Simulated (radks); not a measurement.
These are the eigenvalues of the occupied orbitals of an atom or ion with whole-number occupations (eV). Calculated with a radial shooting solver on a logarithmic mesh with Libxc functionals: Dirac Kohn-Sham, PBE, spin-unpolarised, spherical densities, finite nucleus; Fermi nuclear charge, rms radius of each element as measured or else 0.836 A^(1/3) + 0.57 fm.

| orbital | eigenvalue |
|---|---|
| 1s1/2 | -80961.05 |
| 2s1/2 | -14559.13 |
| 2p1/2 | -13980.90 |
| 2p3/2 | -12144.69 |
| 3s1/2 | -3693.800 |
| 3p1/2 | -3432.801 |
| 3p3/2 | -3027.141 |
| 3d3/2 | -2592.527 |
| 3d5/2 | -2505.226 |
| 4s1/2 | -1062.223 |
| 4p1/2 | -950.4671 |
| 4p3/2 | -852.5731 |
| 4d3/2 | -669.0739 |
| 4d5/2 | -650.6742 |
| 5s1/2 | -415.8572 |
| 4f5/2 | -414.0056 |
| 4f7/2 | -409.9624 |
| 5p1/2 | -374.7752 |

Which element is it, and in what charge state? The configuration may be excited. Open shells, if any, fill j = l - 1/2 first.

Answer. Z = 79, gold, charge +16: Au16+ in [Kr] 4d10 4f14 5s2 5p1. The list shows which subshells hold electrons but not how many an open one holds; the 1s level, -2975.3 hartree, gives Z - s = 77.1 by -(Z - s)^2/2, which with screening and relativity narrows Z to a few neighbours, and the depths of the outer levels then fix element, charge and occupations together.
